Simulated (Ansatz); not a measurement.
C2H6AlF (`[CH3][Al]([CH3])[F]`), 10 atoms. Charge 0, multiplicity 1. All runs use 2 threads of a server CPU on a shared host. Correlated methods freeze the cores.

Q: Give the basis size and wall time and peak host memory of each of these runs in Ansatz. RKS PBE0-D4/def2-TZVP relaxation (5 steps); RKS r2SCANh-D4/def2-TZVPP energy; RKS BLYP-D4/def2-TZVPP energy; direct RPA on PBE orbitals/def2-TZVPP energy; RKS ωB97M-V/def2-QZVPP energy; RKS B2PLYP (frozen core)/def2-TZVPP energy; RKS ωB97M-V/def2-SVP energy; RHF-CCSD(T)/def2-SVP energy; RKS r2SCAN0-D4/def2-TZVPP energy; RHF-MP2/def2-QZVPP energy; RKS PBE0-D4/def2-SVP energy; RHF-CCSD(T)/def2-TZVPP energy. (Best estimate.)

A: The calculation gave: Other jobs shared the machine, so times are rough.

```
                                level                   job  functions  wall time  peak host memory (GiB)
                 RKS PBE0-D4/def2-SVP                energy         90      1.4 s                    0.16
               RKS BLYP-D4/def2-TZVPP                energy        219      2.5 s                    0.23
                 RHF-CCSD(T)/def2-SVP                energy         90      3.9 s                    0.31
                 RKS ωB97M-V/def2-SVP                energy         90        6 s                    0.25
  RKS B2PLYP (frozen core)/def2-TZVPP                energy        219      6.5 s                    0.46
            RKS r2SCAN0-D4/def2-TZVPP                energy        219      6.5 s                    0.43
            RKS r2SCANh-D4/def2-TZVPP                energy        219      6.5 s                    0.43
direct RPA on PBE orbitals/def2-TZVPP                energy        219      7.5 s                    0.41
                RKS PBE0-D4/def2-TZVP  relaxation (5 steps)        166       20 s                    0.34
               RKS ωB97M-V/def2-QZVPP                energy        421       26 s                     1.4
                   RHF-MP2/def2-QZVPP                energy        421       27 s                     1.9
               RHF-CCSD(T)/def2-TZVPP                energy        219      110 s                     3.3
```
